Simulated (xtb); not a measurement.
F4OW, triplet, at a GFN2-xTB geometry (such geometries of metal compounds can be far from the true shape) (the multiplicity is a formal guess). Base run: GFN0-xTB run with xtb.

Here is a job for xtb.
```
$ xtb mol.xyz --gfn 0 --uhf 2 --json

# file mol.xyz
6

W      0.00598230    -0.11943623     0.00686820
O      0.77186584    -0.29401191     1.58536866
F     -1.38401109     0.59329445    -0.98806262
F      0.84075976     1.65576388     0.57782267
F      1.08375515     0.38021473    -1.46950309
F     -1.27579459    -1.38589798     0.41405455
```

Each row names what was changed in the base input (with any setting that the change needs).

```tsv
change	ΔE vs base (kcal/mol)
base	0.000
etemp = 10000	-86.2
acc = 30	0.000
acc = 0.1	0.000
acc = 0.0001	0.000
etemp = 3000	-12.75
etemp = 10	0.002
```
